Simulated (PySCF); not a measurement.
Correlation energy of Kr(2+) (krypton, charge +2)

[Ar] 3d10 4s2 4p4, high-spin 3P determinant. All numbers are calculated (PySCF 2.14, no relativity, point nucleus, in def2-SVP). Frozen: [Ar] 3d10; 6 electrons correlated.

MP2 pair energies summed by pair of shells (mhartree):

```json
{"pair": "4p-4p", "energy": "-39.37", "share (%)": "49.6"}
{"pair": "4s-4p", "energy": "-34.13", "share (%)": "43.0"}
{"pair": "4s-4s", "energy": "-5.92", "share (%)": "7.5"}
```

Total MP2 correlation energy: -79.41 mhartree.

Same-spin part -19.48 and opposite-spin part -59.93 mhartree; SCS-MP2 scales them by 1/3 and 6/5 to -78.41 mhartree.

```
  level  correlation energy (mhartree)
   CCSD                         -95.99
    (T)                          -1.08
CCSD(T)                         -97.07
```

Diagnostics: T1 = 0.0058, D1 = 0.0198, largest double amplitude 0.053.

Is a single reference adequate?

Yes, within this model without spin-orbit coupling: T1 lies below 0.03 and no double amplitude reaches 0.07.
